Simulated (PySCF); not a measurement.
Positional isomers: butadiene chloro+silyl. Gas-phase values, no solvent. One relaxed conformer stands for each flexible species; it need not be the lowest. Strings in code marks are SMILES.

The four lowest singlet excitations (Tamm–Dancoff). These are CAM-B3LYP-D3(BJ)/def2-TZVP run with PySCF values and carry that method's errors. Excitations are Tamm–Dancoff values on a coarser integration grid. The basis has no diffuse functions, so Rydberg states are missing or too high.

| state | energy (eV) | wavelength (nm) | oscillator strength |
|---|---|---|---|
| S1 | 5.68 | 218 | 0.679 |
| S2 | 6.25 | 198 | 0.001 |
| S3 | 6.57 | 189 | 0.151 |
| S4 | 6.61 | 187 | 0.000 |

### Question
Identify which member gives these states.
A) `C=C/C(Cl)=C\[SiH3]` (C–C–C–Cl torsion 0°)
B) `C=C/C([SiH3])=C/Cl` (C–C–C–Si torsion 0°)
C) `[SiH3]/C=C/C=C/Cl` (C–C–C–C torsion 180°)
D) `C=C/C(Cl)=C/[SiH3]` (C–C–C–Cl torsion 0°)

### Answer
A, `C=C/C(Cl)=C\[SiH3]` (C–C–C–Cl torsion 0°)
